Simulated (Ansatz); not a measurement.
Species: H3Al, SMILES `[AlH3]` (charge 0, multiplicity 1).

Task: Give a relaxed geometry from B3LYP-D3(BJ)/def2-SVP (Ansatz, a program for electronic structure).

Result: the end point of this relaxation (outside a Z-matrix the atoms follow the SMILES, hydrogens last).
Z-matrix (Å, degrees):
```
Al
H 1 1.5860
H 1 1.5860 2 120.00
H 1 1.5860 2 120.00 3 -180.00
```
